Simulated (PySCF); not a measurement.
# How methods differ on the excitation energy of Co⁺

Co⁺ [Ar] 3d8 (3F) → Co⁺ [Ar] 3d7 4p1 (high-spin determinant), as a difference of total energies. Calculation: PySCF 2.14, in aug-cc-pVTZ (8s7p5d3f2g, 93 functions); the non-relativistic Hamiltonian (point nucleus). Correlated levels: valence: [Ar] frozen. The calculations carry no spin-orbit coupling.

```
           method  excitation energy (eV)
              UHF                   3.633
    MP2 (valence)                   5.957
SCS-MP2 (valence)                   5.999
   CCSD (valence)                   5.412
CCSD(T) (valence)                   5.541
```

Q: How much does correlation contribute at CCSD(T) (valence)?

A: 5.541 − (3.633) = 1.908 eV, measured against UHF.

The determinant of the upper state mixes LS terms, which raises its energy above the lowest term, most at the Hartree-Fock and MP2 levels.
